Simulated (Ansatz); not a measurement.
CH6GeSi (`[CH2]1[SiH2][GeH2]1`). Total charge 0; spin multiplicity 1.

Cartesian coordinates in Å:
```
C 0.894 0.152 0.454
Si -0.804 -0.596 0.757
Ge -0.190 0.409 -1.215
H 1.155 1.058 0.993
H 1.741 -0.525 0.368
H -1.684 0.100 1.726
H -0.881 -2.072 0.868
H 0.301 -0.392 -2.421
H -0.532 1.866 -1.530
```

(1) What are the harmonic wavenumbers in cm⁻¹ at PBE0-D4/def2-TZVP (Ansatz, finite differences of forces, unscaled)? (Best estimate.)

(2) Is this a minimum?

(3) Give the ideal-gas thermochemistry at 298.15 K and 1 bar (rigid rotor, harmonic oscillator; point group Cs, symmetry number 1).

(4) And at 400, 500, 600, 800 and 1000 K?

(5) Rotational constants (cm⁻¹)?

## Answers

(1) Computed: 280, 390, 393, 399, 466, 558, 587, 672, 755, 755, 836, 876, 900, 918, 1366, 2169, 2187, 2233, 2256, 3126, 3207.

(2) Yes, all 21 modes are real.

(3) Zero-point energy 151.5 kJ/mol; H(298) − E = 168.1 kJ/mol; entropy 306.3 J/(mol·K), of which translation 168.4, rotation 105.6, vibration 32.2; G(298) − E = 76.8 kJ/mol.

(4) 
```tsv
T (K)	H − E (kJ/mol)	S (J/mol/K)	G − E (kJ/mol)
400	178.6	336.5	44.0
500	190.6	363.2	9.0
600	203.9	387.3	-28.5
800	233.2	429.3	-110.3
1000	265.3	465.1	-199.8
```

(5) 0.4042, 0.1233, 0.1038.
